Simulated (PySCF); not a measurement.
A structure optimised at PBE-D3(BJ)/def2-TZVP, used in a PySCF frequency run:

```
Mg
O 1 1.7893
H 2 0.9609 1 141.69
Cl 1 2.1894 3 171.07 2 180.00
```

### Question
Write its SMILES, formula and point group.

### Answer
[OH][Mg][Cl], ClHMgO, Cs

### Question
What are its rotational constants (standard atomic weights)?

### Answer
1496.4, 2.5329, 2.5286 GHz
